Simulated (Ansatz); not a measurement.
The same molecule with X = C, Si, Ge, Sn. Ansatz, PBE0-D4/def2-TZVP geometries, multiplicity 1. Each molecule was computed in one conformer, which needn't be the lowest.

Elements past krypton have def2 core potentials. Scalar relativity is left out up to krypton.

```tsv
X	molecule	mean X–O bond length / Å	HOMO energy (B3LYP/def2-TZVPP) / eV	HOMO–LUMO gap (ωB97M-V/def2-TZVPP) / eV	LUMO energy (ωB97M-V/def2-TZVPP) / eV
Si	`O[Si](O)(O)O`	1.631	-8.84	13.53	1.94
Ge	`[OH][Ge]([OH])([OH])[OH]`	1.755	-8.93	13.09	1.39
Sn	`[OH][Sn]([OH])([OH])[OH]`	1.943	-8.86	11.85	0.29
```

Task: Give the row for X = C, `OC(O)(O)O`. (Estimate.)

Result: The calculation gave: 
```csv
X,molecule,mean X–O bond length / Å,HOMO energy (B3LYP/def2-TZVPP) / eV,HOMO–LUMO gap (ωB97M-V/def2-TZVPP) / eV,LUMO energy (ωB97M-V/def2-TZVPP) / eV
C,`OC(O)(O)O`,1.382,-8.53,13.59,2.29
```

From C to Sn the mean X–O bond length rises at each step, by 0.561 Å in all; the HOMO energy (B3LYP/def2-TZVPP) isn't monotonic: highest at C, lowest at Ge; the HOMO–LUMO gap (ωB97M-V/def2-TZVPP) falls at each step, by 1.74 eV in all; the LUMO energy (ωB97M-V/def2-TZVPP) falls at each step, by 2.00 eV in all. Bonds lengthen as the atom grows down the group.

B3LYP here is the variant with VWN-RPA as its local correlation; programs differ in this.
